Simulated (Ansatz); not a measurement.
A structure relaxed at r2SCAN-D4/def2-TZVP in Ansatz, charge 1, doublet:

```xyz
3

Na    2.2762    0.9686    1.5424
Na   -2.2764   -0.9669   -1.5432
Te    0.0002   -0.0017    0.0008
```

Question: Give its formula and point group.

Answer: Na2Te⁺. Point group D∞h (tolerance 0.1 Å).

Question: Summarise the bond lengths by kind (pairs closer than 1.2 times the sum of covalent radii, bridged metal pairs left out).

Answer: 2 × Na–Te 2.92 Å.

In the def2 sets Te takes a core potential; there is no spin–orbit coupling. Another isomer (doublet) lies 0.03 eV lower at PBE0-D4/def2-TZVP; other spin states weren't run for this one.
